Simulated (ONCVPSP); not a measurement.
**fluorine: from the effect back to the setting (ONCV)**

Base potential:

```json
{
 "Element": "F (Z = 9)",
 "Generator": "ONCVPSP 4.0.1",
 "Type": "optimised norm-conserving Vanderbilt (ONCV)",
 "Functional": "PBE",
 "Relativity": "non-relativistic",
 "Frozen core": "[He]",
 "Valence charge": "7",
 "Reference configuration": "2s2 2p4 (charge +1)",
 "Partial waves": "2s: rc 0.85 bohr, ncon 5, nbas 9, qcut 7.9 1/bohr, 3 projectors, debl 1.9 Ha; 2p: rc 1.40 bohr, ncon 3, nbas 6, qcut 12.1 1/bohr, 2 projectors, debl 4 Ha",
 "Local potential": "polynomial inside 0.75 bohr (lpopt 1, dvloc0 2 Ha)",
 "Core correction": "none"
}
```

Cutoffs, loose and tight: the cutoffs (Ha) at which the residual kinetic energy of the hardest occupied pseudo-wave falls to 1 and 0.1 mHa per electron. They do not see the model core or the augmentation charge, which bear on the density cutoff. Test errors are all-electron minus pseudo excitation energies from the reference, over the configurations 2s2 2p5; 2s2 2p3; 2s2 2p2; 2s1 2p6; variants that change the core or the reference have their own tests.

Only the s radius is moved:

```csv
s radius (bohr),"cutoff, loose","cutoff, tight",bound ghosts,largest test error (meV)
0.64,182 Ha,432 Ha,s,+520
0.88,155 Ha,277 Ha,s,+536
1,62 Ha,205 Ha,s,+550
1.08,39 Ha,165 Ha,s,+563
1.18,39 Ha,87 Ha,none,+577
```

Task: One more run gave cutoff, loose: 284 Ha; cutoff, tight: 374 Ha; bound ghosts: s; largest test error (meV): +525. Which value of the s radius was used?

Result: 0.76 bohr. The tight cutoff moves one way along this sweep, from 432 Ha at 0.64 to 87 Ha at 1.18 bohr, which places the run between 0.64 and 0.88 bohr.
